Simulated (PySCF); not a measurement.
A structure optimised at PBE-D3(BJ)/def2-SVP, used in a PySCF frequency run:

```xyz
5

Sn    -0.4122    -0.4447     0.0000
Cl    -1.4297     0.5080     1.8965
Cl    -1.4297     0.5080    -1.8965
Br     1.9953     0.2033     0.0000
H     -0.6172    -2.1521     0.0000
```

Q: Write its SMILES, formula and point group.

A: [Cl][SnH]([Cl])[Br], BrCl2HSn, Cs

Q: What are its rotational constants (standard atomic weights)?

A: 1.6587, 0.94808, 0.68443 GHz
